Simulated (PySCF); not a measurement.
Level of theory: B3LYP-D3(BJ)/def2-TZVP (PySCF 2.14.0). All species are isolated molecules in the gas phase. One relaxed conformer stands for a flexible species; it need not be the lowest. B3LYP has the VWN-RPA correlation part, as in Gaussian. Delta-SCF ions had no search for a lower state. Excitations are Tamm–Dancoff values on a coarser integration grid. The basis has no diffuse functions, so Rydberg states are missing or too high.

Reference species (SMILES): `B/C(=N\[H])N` (H–B–C–N torsion -122°, N–C–N–H torsion 7°) (neutral, multiplicity 1).

```yaml
T1 excitation (TDA): 2.97 eV
LUMO: -2.19 eV
vertical ionisation energy (Delta-SCF): 9.38 eV
HOMO: -6.95 eV
```

Changed species: `N=BCN` (N–B–C–N torsion 0°, B–C–N–H torsion -58°).

Q: Predict the effect on the T1 excitation (TDA), LUMO, vertical ionisation energy (Delta-SCF) and HOMO.

A: the T1 excitation (TDA) rises by 2.45 eV, to 5.42 eV; the LUMO increases by 2.35 eV, to 0.16 eV; the vertical ionisation energy (Delta-SCF) increases by 0.08 eV, to 9.46 eV; the HOMO rises by 0.13 eV, to -6.82 eV.
